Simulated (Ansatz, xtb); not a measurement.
**Ranking isomers of BrH2NSi**

4 gas-phase structures of BrH2NSi, found in a search over its isomers (lower ones may exist). Each was relaxed with GFN2-xTB:

A. `N[Si]Br`, a singlet
B. `[H]/N=[SiH]/Br`, a singlet
C. `[H]/N=[SiH]\Br`, a singlet
D. `N[Si]Br`, a triplet

Q: Which do you expect lowest at r2SCAN-D4/def2-SVP, and how would the others follow?

A: Calculated order at r2SCAN-D4/def2-SVP: A (0.000), C (1.070), B (1.286), D (2.042) eV.

Energies above the lowest of each column, in eV; the last columns are at B3LYP-D3(BJ)/6-311G** geometries and were run for some of them only (a dash: not run or not comparable):

```
structure  GFN2-xTB  HF/STO-3G  r2SCAN-D4/def2-SVP  B3LYP-D3(BJ)/6-311G**  CCSD(T)/def2-TZVPP
        A     0.386      0.000               0.000                  0.000               0.000
        C     0.087      2.414               1.070                  1.174               1.030
        B     0.000      2.637               1.286                  1.331               1.155
        D         –      2.254               2.042                      –                   –
```

CCSD(T)/def2-TZVPP puts A lowest of those it was run on; GFN2-xTB picks B. Flexible structures stand in one conformer each, not always the lowest. Frequencies (B3LYP-D3(BJ)/6-311G**) were run for A, B, C alone. GFN2-xTB has no spin polarisation and isn't compared across spin states. Open shells are spin-unrestricted.

Programs: Ansatz 0.2.0, xtb 6.7.1 (Pople sets with spherical d functions).
